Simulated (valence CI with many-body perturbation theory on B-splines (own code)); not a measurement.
**Te19+: electric-dipole lines**

Calculated by valence CI with perturbative core correlation (CI+MBPT): five valence electrons over a frozen Dirac-Fock core [Ar] 3d10, a basis of 11 s, 11 p, 10 d, 8 f, 5 g, 2 h functions for each j, with the one-electron correlation potential Σ1 (screened to all orders), the two-electron term Σ2, the three-electron term Σ3, Breit, model QED; selected single and double excitations, second order for the rest, scaled by the run's own slope (own B-spline code, finite nucleus).

No measured levels were compared; by estimate levels hold to about 250 cm⁻¹ or 0.2 % of their energy and the worst to 1 %, as in measured heavy ions of charge 2 to 7; those with d or f electrons hold less well. Among the levels kept, up to 2100 cm⁻¹ of a level comes from second order outside the variational space, and about a tenth of that is noise between levels of different J, which matters for small intervals.

Lines 151 to 200 of 554 in falling wavelength, among levels below 1598500 cm⁻¹, chosen from the strongest by gf and those to the six lowest levels. Wavelengths and rates use the calculated energies, so an error of 1000 cm⁻¹ moves a line at 159.7 Å by 0.16 % and its rate by three times that or more. Electric multipoles are in the length gauge, E1 and E2 with the static RPA response of the core. Weak lines are less certain than strong ones. Lines between different terms over intervals too small for the method are left out, as are lines whose strength nearly cancels. Where a level lies close to another of its J and parity, the split of strength between their lines is uncertain. The highest levels of a list are the least certain.

Names give the largest LS component (configuration and term), which can be under half, so a name can repeat, a term be missing and a line seem to break the LS rules; names also repeat where a configuration has a term twice. Letters in brackets count levels of one name in rising energy.

```tsv
λ vac (Å)	Upper	Lower	A (s⁻¹)	log gf	Branch %
159.7	4s²4p²4d ²F_5/2	4s²4p³ ²D°_3/2	2.33e+08	-2.27	8.8
159.7	4s²4p²4d ²P_1/2 [a]	4s²4p³ ²P°_3/2	1.73e+10	-0.88	6.8
158.8	4s²4p4d² ⁴G°_7/2 [a]	4s²4p²4d ⁴F_9/2	1.14e+10	-0.46	24.4
158.5	4s²4p²4d ⁴D_1/2	4s²4p³ ²D°_3/2	3.56e+09	-1.57	40.5
158.3	4s²4p²4f ²G°_7/2 [a]	4s²4p²4d ²G_9/2	1.94e+10	-0.23	11.8
158.1	4s²4p4d² ²H°_9/2	4s²4p²4d ²G_7/2	1.59e+10	-0.22	84.3
157.9	4s²4p²4d ²P_3/2 [a]	4s²4p³ ²P°_1/2	2.65e+09	-1.40	1.7
157.8	4s²4p²4d ⁴F_3/2	4s²4p³ ⁴S°_3/2	5.24e+09	-1.11	32.4
157.7	4s4p⁴ ²P_1/2 [a]	4s²4p³ ⁴S°_3/2	8.83e+09	-1.18	15.9
155.5	4s²4p²4d ⁴D_3/2	4s²4p³ ²D°_3/2	1.49e+09	-1.67	2.9
154.8	4s4p³4d ⁴F°_3/2 [a]	4s4p⁴ ⁴P_5/2	1.45e+09	-1.68	11.2
154.2	4s²4p4d² ⁴G°_11/2 [b]	4s²4p²4d ²G_9/2	9.20e+09	-0.41	19.7
154.0	4s²4p²4f ⁴F°_5/2	4s²4p²4d ²F_7/2 [b]	1.49e+10	-0.50	5.0
153.8	4s4p⁴ ²P_3/2	4s²4p³ ⁴S°_3/2	1.36e+10	-0.72	24.3
153.6	4s²4p²4d ²P_1/2 [b]	4s²4p³ ²P°_3/2	3.22e+09	-1.64	1.8
153.2	4s²4p²4d ⁴D_5/2	4s²4p³ ²D°_5/2	9.89e+09	-0.68	19.7
153.1	4s4p³4d ⁴D°_5/2 [a]	4s4p⁴ ⁴P_5/2	8.51e+09	-0.75	58.3
153.1	4s²4p4d² ⁴D°_7/2 [c]	4s²4p²4d ²F_7/2 [b]	1.07e+10	-0.52	2.4
152.7	4s²4p²4f ²D°_5/2 [a]	4s²4p²4d ²G_7/2	1.11e+10	-0.63	3.8
151.2	4s²4p²4d ²D_3/2 [b]	4s²4p³ ²P°_3/2	5.67e+08	-2.11	0.2
151.0	4s²4p4d² ²F°_5/2	4s²4p²4d ²G_7/2	1.35e+10	-0.56	6.3
150.9	4s4p⁴ ²P_1/2 [b]	4s²4p³ ²D°_3/2	2.00e+10	-0.86	35.0
150.9	4s²4p4d² ⁴G°_9/2	4s²4p²4d ⁴F_9/2	2.38e+10	-0.09	48.0
150.5	4s²4p²4d ²P_3/2 [a]	4s²4p³ ²D°_5/2	3.90e+10	-0.28	25.5
150.4	4s4p³4d ²D°_3/2 [c]	4s4p⁴ ²P_1/2 [a]	2.89e+10	-0.41	16.6
150.0	4s4p³4d ⁴P°_1/2 [a]	4s4p⁴ ²D_3/2	3.92e+10	-0.58	63.0
149.9	4s4p³4d ⁴P°_5/2 [a]	4s4p⁴ ²D_3/2	1.94e+10	-0.41	10.0
149.8	4s²4p²4d ⁴F_5/2	4s²4p³ ⁴S°_3/2	2.28e+10	-0.34	97.1
149.6	4s²4p²4d ²D_5/2 [b]	4s²4p³ ²P°_3/2	9.23e+09	-0.73	2.8
149.6	4s²4p²4d ⁴P_1/2	4s²4p³ ²P°_1/2	3.47e+09	-1.63	1.2
149.5	4s²4p4d² ⁴D°_5/2 [a]	4s²4p²4d ⁴P_3/2	1.13e+10	-0.64	4.3
148.9	4s²4p4d² ²F°_7/2 [b]	4s²4p²4d ²F_7/2 [b]	6.39e+09	-0.77	2.1
148.8	4s²4p²4f ²G°_9/2 [b]	4s²4p²4d ²G_9/2	9.43e+09	-0.50	5.5
148.3	4s²4p²4f ²D°_5/2 [b]	4s²4p²4d ²D_5/2 [a]	4.28e+10	-0.07	13.1
148.3	4s²4p4d² ²S°_1/2	4s²4p²4d ²D_3/2 [b]	3.87e+10	-0.59	10.6
148.2	4s²4p4d² ⁴G°_5/2 [b]	4s²4p²4d ⁴D_7/2	1.86e+10	-0.43	11.1
148.0	4s²4p4d² ⁴D°_5/2 [a]	4s²4p²4d ⁴P_5/2	1.32e+10	-0.58	5.0
148.0	4s²4p²4d ⁴D_5/2	4s²4p³ ²D°_3/2	1.46e+10	-0.54	29.1
148.0	4s4p³4d ⁴D°_3/2 [c]	4s4p⁴ ²P_3/2	1.56e+10	-0.69	5.6
148.0	4s²4p²4f ²D°_5/2 [b]	4s²4p²4d ²F_7/2 [a]	9.00e+09	-0.75	2.7
148.0	4s²4p4d² ⁴P°_3/2	4s²4p²4d ⁴P_1/2	1.93e+10	-0.60	7.1
147.9	4s²4p4d² ⁴G°_7/2 [b]	4s²4p²4d ⁴F_7/2	1.22e+10	-0.49	9.8
147.4	4s²4p²4f ²D°_5/2 [c]	4s²4p²4d ²F_7/2 [a]	9.34e+09	-0.74	6.5
147.4	4s²4p4d² ⁴D°_5/2 [a]	4s²4p²4d ²G_7/2	2.49e+10	-0.31	9.4
146.7	4s²4p4d² ⁴D°_7/2 [c]	4s²4p²4d ²D_5/2 [b]	1.16e+10	-0.52	2.6
146.5	4s²4p²4f ⁴G°_9/2	4s²4p²4d ²G_7/2	8.33e+09	-0.57	4.3
146.5	4s²4p4d² ⁴G°_9/2	4s²4p²4d ⁴D_7/2	7.52e+09	-0.62	15.2
146.3	4s4p³4d ⁴D°_7/2 [a]	4s4p⁴ ⁴P_5/2	9.11e+09	-0.63	71.0
146.1	4s4p³4d ⁴D°_3/2 [b]	4s4p⁴ ⁴P_1/2	3.34e+10	-0.37	57.5
146.1	4s²4p²4f ⁴F°_5/2	4s²4p²4d ²D_3/2 [b]	1.21e+10	-0.64	4.1
```

(1) How does gf follow from A for the line at 148.2 Å?

## Answers

(1) gf = 1.4992 × (2J+1)_upper × A / σ², with σ = 674693 cm⁻¹ and 2J+1 = 6: gf = 0.368.
